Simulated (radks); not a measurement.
Removal energies from the copper ion Cu5+, [Ar] 3d(3/2: 4, 5/2: 2), by Delta-SCF beside the eigenvalue of the level emptied. Method: Dirac Kohn-Sham, relativistic LDA (MacDonald-Vosko exchange, VWN5 correlation), spin-unpolarised, spherical densities, finite nucleus; Fermi nuclear charge, rms radius of each element as measured or else 0.836 A^(1/3) + 0.57 fm; computed with a radial shooting solver on a logarithmic mesh with Libxc functionals. Sub-shells are occupied by j as written (lower j first in brackets).

removed from                             final configuration  Delta-SCF (eV)  -eigenvalue (eV)
3d5/2                                [Ar] 3d(3/2: 4, 5/2: 1)          108.56            95.466
3d3/2                                [Ar] 3d(3/2: 3, 5/2: 2)          108.99            95.859
3p3/2         [Ne] 3s2 3p(1/2: 2, 3/2: 3) 3d(3/2: 4, 5/2: 2)          178.01            164.44
3p1/2         [Ne] 3s2 3p(1/2: 1, 3/2: 4) 3d(3/2: 4, 5/2: 2)          180.94            167.27
